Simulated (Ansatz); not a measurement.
Relaxation of AlFH₇NSi₂ (12 atoms, charge 0, multiplicity 1), to a largest force component of 0.02 eV/Å in at most 50 steps.

Computed with RKS PBE/def2-SVP in Ansatz.

```xyz
12
Properties=species:S:1:pos:R:3
F -1.470 1.935 1.672
Si 0.100 1.553 1.480
Al 0.236 -0.768 1.095
N -0.530 -1.554 -0.400
Si 0.038 -0.784 -1.889
H 0.844 1.929 2.699
H 0.700 2.274 0.333
H -0.096 -2.443 -0.079
H -1.611 -1.296 -0.287
H 1.490 -0.996 -1.942
H -0.626 -1.358 -3.032
H -0.227 0.675 -1.815
```

Problem. Where does it end, and by what steps?

Solution. It converged. After 19 steps the energy has fallen by 2.129 eV; F1 moved furthest, 1.13 Å.

```json
{"step": "0", "energy less start (eV)": "0.0000", "largest force component (eV/Å)": "3.250", "accepted": "yes"}
{"step": "1", "energy less start (eV)": "-0.9763", "largest force component (eV/Å)": "2.121", "accepted": "yes"}
{"step": "2", "energy less start (eV)": "-1.5165", "largest force component (eV/Å)": "0.923", "accepted": "yes"}
{"step": "3", "energy less start (eV)": "-1.7197", "largest force component (eV/Å)": "0.725", "accepted": "yes"}
{"step": "4", "energy less start (eV)": "-1.7704", "largest force component (eV/Å)": "0.770", "accepted": "yes"}
{"step": "5", "energy less start (eV)": "-1.8107", "largest force component (eV/Å)": "0.312", "accepted": "yes"}
{"step": "6", "energy less start (eV)": "-1.8617", "largest force component (eV/Å)": "0.332", "accepted": "yes"}
{"step": "7", "energy less start (eV)": "-1.9227", "largest force component (eV/Å)": "0.263", "accepted": "yes"}
{"step": "8", "energy less start (eV)": "-1.9904", "largest force component (eV/Å)": "0.315", "accepted": "yes"}
{"step": "9", "energy less start (eV)": "-2.0356", "largest force component (eV/Å)": "0.385", "accepted": "yes"}
{"step": "10", "energy less start (eV)": "-2.0526", "largest force component (eV/Å)": "0.254", "accepted": "yes"}
{"step": "11", "energy less start (eV)": "-2.0742", "largest force component (eV/Å)": "0.177", "accepted": "yes"}
{"step": "12", "energy less start (eV)": "-2.0847", "largest force component (eV/Å)": "0.285", "accepted": "yes"}
{"step": "13", "energy less start (eV)": "-2.0942", "largest force component (eV/Å)": "0.363", "accepted": "yes"}
{"step": "14", "energy less start (eV)": "-2.1196", "largest force component (eV/Å)": "0.165", "accepted": "yes"}
{"step": "15", "energy less start (eV)": "-2.1258", "largest force component (eV/Å)": "0.106", "accepted": "yes"}
{"step": "16", "energy less start (eV)": "-2.1241", "largest force component (eV/Å)": "0.217", "accepted": "no"}
{"step": "17", "energy less start (eV)": "-2.1280", "largest force component (eV/Å)": "0.035", "accepted": "yes"}
{"step": "18", "energy less start (eV)": "-2.1285", "largest force component (eV/Å)": "0.020", "accepted": "yes"}
{"step": "19", "energy less start (eV)": "-2.1287", "largest force component (eV/Å)": "0.019", "accepted": "yes"}
```

```xyz
12
Properties=species:S:1:pos:R:3
F -1.287 1.222 0.812
Si 0.374 1.284 1.196
Al 1.228 -1.176 0.816
N -0.759 -1.295 -0.194
Si -0.036 -0.658 -1.715
H 0.396 1.700 2.656
H 0.891 2.515 0.472
H -1.186 -2.228 -0.235
H -1.410 -0.606 0.231
H 1.438 -0.536 -1.305
H -0.125 -1.691 -2.797
H -0.675 0.637 -2.102
```

Time of the run: 3 min on 2 threads of AMD EPYC 7571, on a shared host, peak memory 0.18 GiB.
